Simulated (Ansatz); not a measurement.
`OB(F)[NH][GeH3]` + H₂ → `OBF` + `[NH2][GeH3]`  (hydrogenolysis of a B–N bond)

Isolated molecules relaxed with PBE0-D4/def2-TZVP in Ansatz; ΔE leaves out vibrations. CBS: MP2 limit from def2 TZ/QZ plus the TZ coupled-cluster correction, frozen cores. This one scheme is used for every species. For Ge outer-core shells are correlated without core-valence functions, which leaves a few kJ/mol of doubt a bond. Scalar relativity is left out up to krypton. One conformer a species, not always the lowest.

```json
{"species": "`OB(F)[NH][GeH3]`", "CCSD(T)/CBS(def2) energy (Eh)": "-2333.75209"}
{"species": "H₂", "CCSD(T)/CBS(def2) energy (Eh)": "-1.17544"}
{"species": "`OBF`", "CCSD(T)/CBS(def2) energy (Eh)": "-201.07426"}
{"species": "`[NH2][GeH3]`", "CCSD(T)/CBS(def2) energy (Eh)": "-2133.81884"}
```

(1) Work out ΔE.

Largest T1 diagnostic among the species: 0.013.

## Answers

(1) ΔE = (-201.07426) + (-2133.81884) − (-2333.75209) − (-1.17544) = 0.03443 Eh = +90.4 kJ/mol.

The D4 term adds +10.2 kJ/mol with B3LYP and +5.6 kJ/mol with PBE0; it sums over pairs of atoms, weighted by their polarisabilities, and B3LYP, whose exchange is more repulsive, gets the larger term. In def2-TZVPP, CCSD(T) changes the Hartree–Fock value by +10.7 kJ/mol (the triples alone add +2.2 kJ/mol) and MP2 by +14.5 kJ/mol.

B3LYP here is the variant with VWN-RPA as its local correlation; programs differ in this.
